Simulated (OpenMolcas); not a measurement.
## F III: Slater's ratio, worked from levels

```
Program             : OpenMolcas 26.06
Basis               : ANO-R2 [4s4p2d1f]
Scalar Hamiltonian  : X2C, finite nucleus
Active space        : 5 electrons in 9 orbitals (RAS2 2s 2p; RAS3 3d, at most 2 electrons)
State averaging     : 2S+1 = 4 odd, 1 root; 2S+1 = 2 odd, 8 roots; 2S+1 = 4 even, 3 roots; 2S+1 = 2 even, 9 roots
Spin-orbit coupling : state interaction with AMFI integrals over the reference wave functions, term energies averaged over their components
```

Methods: RASSCF; SS-RASPT2, IPEA 0.25 Eh, imaginary shift 0.1 Eh (closed shells correlated: 1s).

**Slater's ratio.** With one set of orbitals, p3 has 2D* - 4S* = 9 F2 and 2P* - 2D* = 6 F2 (F2 = F²/25), a ratio of 2/3. Term energies are centres of gravity, weighted by 2J + 1.

```
   Source  2D* - 4S*  2P* - 4S*  F2 from the first  Ratio
   RASSCF      37087      55440               4121  0.495
SS-RASPT2      34919      52628               3880  0.507
```

Energies in cm-1. A ratio away from 2/3 shows effects beyond one configuration with one set of orbitals, and in heavier atoms second-order spin-orbit shifts.

Active for correlation alone: 3d; no level in the range computed is led by a configuration that fills it, so any true level of that kind is missing. Only configurations of the active space appear.

* marks odd parity.
